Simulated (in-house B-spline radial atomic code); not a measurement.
**Ionising Rh IV (Rh3+) with different functionals**

Computed with an all-electron radial atomic-structure program (B-spline basis): non-relativistic Hamiltonian, point nucleus, spin-polarised at highest spin, spherical fractional occupations for the functionals, the average over the highest-spin determinants for Hartree-Fock. The ionisation energy is the difference of two self-consistent energies, [Kr] 4d6 → [Kr] 4d5, without Breit or QED terms; ε is the level of the shell that loses the electron (its least bound occupied spin orbital). There is no spin-orbit coupling in this Hamiltonian.

Hybrids are left out here: with spherical fractional occupations of an open shell their exact exchange keeps a self-interaction that integer-occupation calculations don't have.

```csv
method,rung,ΔSCF (eV),-ε(4d) (eV)
Hartree-Fock,Hartree-Fock,43.17,44.43
LDA VWN5,LDA,45.62,38.48
LDA PW92,LDA,45.61,38.48
LDA exchange-only,LDA,43.48,36.48
PBE,GGA,45.16,38.06
PBEsol,GGA,45.16,38.07
BLYP,GGA,?,?
RPBE,GGA,45.10,37.99
PW91,GGA,45.28,38.16
BP86,GGA,45.32,38.20
AM05,GGA,45.25,38.13
OLYP,GGA,?,?
TPSS,meta-GGA,44.95,37.85
SCAN,meta-GGA,44.33,37.47
r2SCAN,meta-GGA,44.32,37.45
M06-L,meta-GGA,44.58,37.50
revTPSS,meta-GGA,44.84,37.76
```

(1) What does OLYP give?

(2) What does BLYP give?

(3) How do they compare with the NIST value?

## Answers

(1) ΔSCF 45.31 eV, and -ε(4d) = 38.12 eV.

(2) ΔSCF 45.20 eV, and -ε(4d) = 38.06 eV.

(3) NIST lists 42 eV ± 1.7 (tabulated theory, ground level to ground level). Errors run from +1.17 to +3.62 eV. The correlated functionals all miss on the same side by more than they spread, so the cause is common to them (relativity, Breit-QED terms, multiplet and fine-structure energies, or a listed next ion that isn't the cheapest removal here) and closeness doesn't rank the functionals. Hartree-Fock also lacks correlation.
